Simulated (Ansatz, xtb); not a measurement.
# C3H11BS: which of two conformers lies lower

Structure X: `C[BH2-][SH+]CC`, a singlet. Structure Y: `C[BH2-][SH+]CC`, a singlet. Both are isolated molecules in the gas phase, relaxed with PBE0-D4/def2-SVP.

X (Å):

```yaml
atoms:
  - { symbol: C, position_ang: [-1.9109, -0.9727, -1.1642] }
  - { symbol: C, position_ang: [-0.2716, 2.1478, 0.3551] }
  - { symbol: C, position_ang: [-0.6492, 2.3671, -1.0925] }
  - { symbol: B, position_ang: [-0.7698, -0.8960, -0.0384] }
  - { symbol: S, position_ang: [-1.0199, 0.6982, 1.1654] }
  - { symbol: H, position_ang: [-2.9289, -1.0448, -0.7424] }
  - { symbol: H, position_ang: [-1.9096, -0.1462, -1.8929] }
  - { symbol: H, position_ang: [-1.7564, -1.8999, -1.7429] }
  - { symbol: H, position_ang: [0.3786, -0.6749, -0.4129] }
  - { symbol: H, position_ang: [-0.8090, -1.7826, 0.8031] }
  - { symbol: H, position_ang: [-2.3188, 1.0362, 0.9756] }
  - { symbol: H, position_ang: [-0.5140, 3.0138, 0.9897] }
  - { symbol: H, position_ang: [0.8073, 1.9580, 0.4640] }
  - { symbol: H, position_ang: [-1.7319, 2.5258, -1.2116] }
  - { symbol: H, position_ang: [-0.1327, 3.2608, -1.4756] }
  - { symbol: H, position_ang: [-0.3567, 1.5078, -1.7108] }
```

Y (Å):

```json
{"atom": "C", "x (Å)": "1.8880", "y (Å)": "-0.7635", "z (Å)": "0.9524"}
{"atom": "C", "x (Å)": "0.1929", "y (Å)": "0.3154", "z (Å)": "-1.8160"}
{"atom": "C", "x (Å)": "-0.9377", "y (Å)": "0.1815", "z (Å)": "-2.8141"}
{"atom": "B", "x (Å)": "1.2193", "y (Å)": "0.6919", "z (Å)": "1.0309"}
{"atom": "S", "x (Å)": "-0.3693", "y (Å)": "0.8250", "z (Å)": "-0.1623"}
{"atom": "H", "x (Å)": "2.7276", "y (Å)": "-0.7965", "z (Å)": "1.6678"}
{"atom": "H", "x (Å)": "2.3193", "y (Å)": "-1.0187", "z (Å)": "-0.0310"}
{"atom": "H", "x (Å)": "1.2033", "y (Å)": "-1.5800", "z (Å)": "1.2434"}
{"atom": "H", "x (Å)": "0.6838", "y (Å)": "0.9861", "z (Å)": "2.0926"}
{"atom": "H", "x (Å)": "1.8726", "y (Å)": "1.6275", "z (Å)": "0.5805"}
{"atom": "H", "x (Å)": "-1.0624", "y (Å)": "-0.3029", "z (Å)": "0.1311"}
{"atom": "H", "x (Å)": "0.8995", "y (Å)": "1.1105", "z (Å)": "-2.0986"}
{"atom": "H", "x (Å)": "0.7738", "y (Å)": "-0.6110", "z (Å)": "-1.7057"}
{"atom": "H", "x (Å)": "-1.5083", "y (Å)": "1.1173", "z (Å)": "-2.9072"}
{"atom": "H", "x (Å)": "-1.6385", "y (Å)": "-0.6183", "z (Å)": "-2.5286"}
{"atom": "H", "x (Å)": "-0.5335", "y (Å)": "-0.0717", "z (Å)": "-3.8062"}
```

**Question.** Estimate E(Y) − E(X) at the level CCSD(T)/def2-SVP + ΔMP2/def2-TZVPP.

**Answer.** Calculated at CCSD(T)/def2-SVP + ΔMP2/def2-TZVPP: E(Y) − E(X) = −0.050 eV, so structure Y lies lower.

The same difference at several levels:

```tsv
level	geometry	E(Y) − E(X) (eV)	departure from the last row (eV)	job, with rough time for the two
PBE0-D4/def2-SVP	PBE0-D4/def2-SVP	−0.052	−0.002	optimisation, 90 s
HF/def2-SVP	PBE0-D4/def2-SVP	−0.069	−0.019	part of the CCSD(T) run
MP2/def2-SVP	PBE0-D4/def2-SVP	−0.052	−0.002	part of the CCSD(T) run
CCSD(T)/def2-SVP	PBE0-D4/def2-SVP	−0.050	0.000	single point
CCSD(T)/def2-SVP + ΔMP2/def2-TZVPP	PBE0-D4/def2-SVP	−0.050		single point, 53 s
```

The levels shown agree on the order. The largest departure from CCSD(T)/def2-SVP + ΔMP2/def2-TZVPP is that of HF/def2-SVP, 0.019 eV. Levels run at GFN2-xTB geometries aren't shown. The last row adds to CCSD(T) the change of the MP2 difference between the two basis sets, here 0.000 eV.

With thermal terms from frequencies at re-optimised GFN2-xTB minima (ideal gas, soft modes damped towards free rotors, one conformer each, 298.15 K, 1 atm): the zero-point term adds −0.005 eV; ΔH is −0.051 and ΔG −0.063 eV.

The correlated steps freeze 9 core orbitals. Codes used: Ansatz 0.2.0, xtb 6.7.1; the last row on 2 threads of Intel(R) Xeon(R) Platinum 8259CL CPU @ 2.50GHz (Skylake/Cascade Lake) on a shared host.
